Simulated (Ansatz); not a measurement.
Consider the redistribution: `C[SiH2]O[SiH3]` + `CBNCO` → `CBN[SiH2]C` + `OCO[SiH3]`.

Program: Ansatz. Geometries: PBE0-D4/def2-TZVP. ΔE: electronic, gas phase. CCSD(T)/CBS adds triple-zeta CCSD(T) − MP2 to the extrapolated MP2 energy (def2 sets, frozen cores). This one scheme is used for every species. DFT in def2-TZVPP. Each species was taken in one conformer, which may not be the lowest.

`C[SiH2]O[SiH3]`:

Cartesian coordinates in Å:
```
C 0.121 -1.905 1.081
Si 0.738 -0.580 -0.063
O -0.385 0.612 -0.155
Si -0.770 2.056 -0.810
H -0.051 -1.505 2.083
H 0.855 -2.712 1.158
H -0.816 -2.330 0.715
H 0.976 -1.131 -1.426
H 2.018 -0.006 0.438
H -2.104 2.457 -0.300
H -0.816 1.958 -2.293
H 0.234 3.084 -0.428
```

`CBNCO`:

Cartesian coordinates in Å:
```
C -2.000 -0.756 -0.433
B -0.627 -0.512 0.283
N 0.217 0.540 -0.068
C 1.497 0.835 0.511
O 2.559 0.658 -0.391
H -2.032 -1.762 -0.865
H -2.228 -0.039 -1.227
H -2.818 -0.724 0.295
H -0.249 -1.232 1.169
H -0.039 1.166 -0.819
H 1.555 1.884 0.814
H 1.606 0.205 1.400
H 2.559 -0.264 -0.667
```

`CBN[SiH2]C`:

Cartesian coordinates in Å:
```
C -0.127 -0.653 1.907
B 1.156 -0.768 1.012
N 1.316 -0.054 -0.188
Si 0.198 1.060 -0.939
C -1.306 0.199 -1.627
H 0.152 -0.429 2.942
H -0.860 0.094 1.590
H -0.634 -1.624 1.947
H 2.051 -1.500 1.348
H 2.181 -0.207 -0.686
H -0.224 2.094 0.042
H 0.954 1.725 -2.036
H -1.855 -0.316 -0.836
H -1.981 0.920 -2.096
H -1.020 -0.541 -2.379
```

`OCO[SiH3]`:

```xyz
10

O    -0.809   -1.267    1.751
C    -0.348   -0.944    0.490
O    -0.021    0.421    0.430
Si    0.678    1.148   -0.870
H    -1.603   -0.752    1.923
H    -1.097   -1.167   -0.286
H     0.542   -1.562    0.325
H     0.859    2.571   -0.504
H     1.990    0.519   -1.184
H    -0.191    1.033   -2.075
```

| level | ΔE (kcal/mol) | difference from CCSD(T)/CBS |
| --- | --- | --- |
| PBE-D4 | 19.1 | -1.9 |
| PBE | 19.8 | -1.2 |
| r2SCAN | 20.4 | -0.6 |
| PBE0 | 20.5 | -0.5 |
| HF/def2-TZVPP | 22.5 | 1.5 |
| MP2/def2-TZVPP | 21.2 | 0.2 |
| MP2/def2-QZVPP | 21.5 | 0.5 |
| SCS-MP2/def2-QZVPP | 21.7 | 0.7 |
| HF/CBS(def2) | 22.8 | 1.8 |
| CCSD/CBS(def2) | 21.4 | 0.4 |
| CCSD(T)/CBS | 21.0 | 0 |

Largest T1 diagnostic among the species: 0.012.

The D4 term adds −1.1 kcal/mol with B3LYP and −0.6 kcal/mol with PBE0; it sums over pairs of atoms, weighted by their polarisabilities, and B3LYP, whose exchange is more repulsive, gets the larger term. In def2-TZVPP, CCSD(T) changes the Hartree–Fock value by −1.8 kcal/mol (the triples alone add −0.4 kcal/mol) and MP2 by −1.3 kcal/mol.

B3LYP here is the variant with VWN-RPA as its local correlation; programs differ in this.
